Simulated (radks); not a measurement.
Si+, configuration [Ne] 3s2 3p1.

Method: scalar-relativistic Kohn-Sham, LDA (Slater exchange, Perdew-Wang correlation), spin-polarised, spherical densities, finite nucleus; open shells are filled with parallel spins first; Fermi nuclear charge, rms radius 3.1224 fm; computed with a radial shooting solver on a logarithmic mesh with Libxc functionals.

Energy parts (eV):
part                      energy
total                  -7851.628
kinetic                 7863.888
electron-nucleus      -18656.338
Hartree                 3467.957
exchange-correlation    -527.134

Orbitals (lengths in bohr, moments of r in powers of bohr; r(90%) holds 90 % of the orbital's charge):
[
 {"orbital": "1s up", "occ.": "1", "eigenvalue (eV)": "-1788.143", "<1/r>": "13.59", "r(90%)": "0.200"},
 {"orbital": "1s down", "occ.": "1", "eigenvalue (eV)": "-1788.035", "<1/r>": "13.59", "r(90%)": "0.200"},
 {"orbital": "2s up", "occ.": "1", "eigenvalue (eV)": "-148.2537", "<1/r>": "2.571", "r(90%)": "0.900"},
 {"orbital": "2s down", "occ.": "1", "eigenvalue (eV)": "-148.1247", "<1/r>": "2.571", "r(90%)": "0.899"},
 {"orbital": "2p up", "occ.": "3", "eigenvalue (eV)": "-105.1519", "<1/r>": "2.460", "r(90%)": "0.906"},
 {"orbital": "2p down", "occ.": "3", "eigenvalue (eV)": "-104.9893", "<1/r>": "2.461", "r(90%)": "0.905"},
 {"orbital": "3s up", "occ.": "1", "eigenvalue (eV)": "-19.5043", "<1/r>": "0.6649", "r(90%)": "3.09"},
 {"orbital": "3s down", "occ.": "1", "eigenvalue (eV)": "-18.5574", "<1/r>": "0.6641", "r(90%)": "3.11"},
 {"orbital": "3p up", "occ.": "1", "eigenvalue (eV)": "-12.1222", "<1/r>": "0.5508", "r(90%)": "3.74"},
 {"orbital": "3p down", "occ.": "0", "eigenvalue (eV)": "-11.2347", "<1/r>": "0.5443", "r(90%)": "3.83"}
]

The highest occupied level is 3p up at -12.122 eV. The electron density at the nucleus is 1897 e/bohr^3 (large components only). Spin moment in Bohr magnetons: 1.

Run on one thread of a shared host, so times are rough (Arm Neoverse N1): 0.13 s of CPU time, 0.13 s wall, 14 iterations on 2189 mesh points.
